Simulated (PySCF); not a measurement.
C₂H₉ClSi₃, SMILES C=C(Cl)[SiH2][SiH2][SiH3]. Heavy atoms are numbered as in [CH2:1]=[C:2]([Cl:3])[SiH2:4][SiH2:5][SiH3:6]. Hydrogens are named by the atom that carries them.

Coordinates come from a B3LYP-D3(BJ)/def2-SVP optimisation. The structure was generated by enumeration, and PubChem lists no compound with its InChIKey, so it may never have been made. One conformer was computed; it need not be the lowest.

Calculation: ωB97X/def2-TZVP in PySCF.

ESP charges are fitted to the potential on shells at 1.4 to 2.0 van der Waals radii. Atomic charges (e), one atom of each kind:

```json
[
 {"atom": "C1 (CH2)", "ESP fit": "-0.40", "Mulliken": "-0.29", "Löwdin": "-0.21"},
 {"atom": "C2", "ESP fit": "0.02", "Mulliken": "-0.04", "Löwdin": "-0.57"},
 {"atom": "Cl3", "ESP fit": "-0.10", "Mulliken": "-0.10", "Löwdin": "0.37"},
 {"atom": "Si4 (SiH2)", "ESP fit": "0.18", "Mulliken": "0.16", "Löwdin": "[?]"},
 {"atom": "Si5 (SiH2)", "ESP fit": "0.03", "Mulliken": "0.02", "Löwdin": "0.05"},
 {"atom": "Si6 (SiH3)", "ESP fit": "0.15", "Mulliken": "0.07", "Löwdin": "[?]"},
 {"atom": "H on C1", "ESP fit": "0.19", "Mulliken": "0.15", "Löwdin": "[?]"},
 {"atom": "H on Si4", "ESP fit": "-0.05", "Mulliken": "-0.02", "Löwdin": "-0.02"},
 {"atom": "H on Si5", "ESP fit": "-0.03", "Mulliken": "-0.01", "Löwdin": "[?]"},
 {"atom": "H on Si6", "ESP fit": "-0.04", "Mulliken": "-0.02", "Löwdin": "[?]"}
]
```

Some entries are withheld; supply them. (The exact figures need the calculation; the answer reports its results.)


- Si4 (SiH2), Löwdin: 0.19
- Si6 (SiH3), Löwdin: 0.10
- H on C1, Löwdin: 0.13
- H on Si5, Löwdin: -0.02
- H on Si6, Löwdin: -0.03

Computed Mayer and Wiberg (Löwdin basis) orders of the bonds:
```tsv
bond	Mayer	Wiberg
C1–C2	1.84	2.18
C2–Cl3	1.04	1.58
C2–Si4	0.90	1.09
Si4–Si5	0.94	1.09
Si5–Si6	0.95	1.15
```
